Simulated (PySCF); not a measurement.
Computed shifts of a molecule C₂H₇F₂NSi, PySCF with HF/pcSseg-1, GIAO, gas phase, atoms alike by connectivity averaged where their shifts nearly agree, in ppm (number of nuclei): ¹⁵N: 0.3 (1). ²⁹Si: -36.0 (1). ¹³C: 106.5 (1), 25.7 (1). ¹⁹F: -102.2 (2). ¹H: 5.83 (1), 4.80 (2), 1.16 (2), 0.54 (2). References: ¹⁵N against NH3 (σ = 267.3 ppm); ²⁹Si against TMS (σ = 393.8 ppm); ¹³C against TMS (σ = 192.6 ppm); ¹⁹F against CFCl3 (σ = 238.5 ppm); ¹H against TMS (σ = 31.99 ppm), references at their B3LYP-D3(BJ)/def2-TZVP geometries, non-relativistic. The structure is a stationary point at PBE0-D3(BJ)/def2-SVP. One conformer was computed; it need not be the lowest.

Task: Identify the compound among the candidates.
(A) CC(F)(F)[SiH2]N
(B) N[SiH](CF)CF
(C) N[SiH2]CC(F)F
(D) CCN[SiH](F)F

Result: C, N[SiH2]CC(F)F
